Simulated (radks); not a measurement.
The fluorine anion F-, [Ne], held by a Watson sphere: a shell of charge +0.82 at radius R that stands for the Madelung well of a crystal (potential energy -0.82/R inside, -0.82/r outside, in hartree with lengths in bohr). All-electron calculation, non-relativistic Kohn-Sham, LDA (Slater exchange, Perdew-Wang correlation), spin-polarised, spherical densities, point nucleus. Program: a radial shooting solver on a logarithmic mesh with Libxc functionals. Response by self-consistent Sternheimer equations with the Hartree and adiabatic LDA kernel. The sphere does not respond.

| R (bohr) | e(1s) (eV) | e(2s) (eV) | e(2p) (eV) | <r> 2p (bohr) | sum of <r^2> (bohr^2) | X-ray form factor at sin(theta)/lambda = 0.3 1/angstrom | alpha (bohr^3) |
|---|---|---|---|---|---|---|---|
| 2.04 | -651.63 | -25.046 | -7.151 | 1.234 | 15.42 | 5.080 | 8.910 |
| 2.23 | -651.40 | -24.592 | -6.738 | 1.247 | 15.77 | 5.066 | 9.756 |
| 2.96 | -650.41 | -23.179 | -5.388 | 1.280 | 16.82 | 5.043 | 13.15 |
| 3.06 | -650.28 | -23.019 | -5.230 | 1.284 | 16.93 | 5.042 | 13.62 |
| 3.75 | -649.46 | -22.080 | -4.297 | 1.301 | 17.59 | 5.038 | 16.78 |
